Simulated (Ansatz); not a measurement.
Harmonic frequencies (cm⁻¹) at PBE0-D4/def2-TZVP from Ansatz: 57, 198, 218, 372, 497, 605, 677, 1959, 1973.

**Question.** Which molecule is it?
A. `[Cl][SnH2][GeH3]`
B. `N#[C][SnH2][Cl]`
C. `[I][SnH2][I]`
D. `[SeH][SnH3]`

**Answer.** C.
